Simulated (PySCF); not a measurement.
## How methods differ on the ionisation energy of Sn

Sn [Kr] 4d10 5s2 5p2 (3P) → Sn⁺ [Kr] 4d10 5s2 5p1 (2P), as a difference of total energies. Computed with PySCF 2.14 in def2-TZVPPD with the def2 core potential (28 electrons) (7s5p4d2f, 56 functions), with scalar relativity through the core potential. Correlated levels: valence: 4s2 4p6 4d10 frozen. The calculations carry no spin-orbit coupling.

```json
{"method": "UHF", "ionisation energy (eV)": "6.851", "error (eV)": "-0.538"}
{"method": "MP2 (valence)", "ionisation energy (eV)": "7.144", "error (eV)": "-0.245"}
{"method": "SCS-MP2 (valence)", "ionisation energy (eV)": "7.080", "error (eV)": "-0.309"}
{"method": "CCSD (valence)", "ionisation energy (eV)": "7.176", "error (eV)": "-0.213"}
{"method": "CCSD(T) (valence)", "ionisation energy (eV)": "7.200", "error (eV)": "-0.189"}
```

Reference: 7.389 eV (measured; NIST levels, between the centres of gravity of the two terms).

Errors of the correlated levels include the incompleteness of this basis and the frozen core.
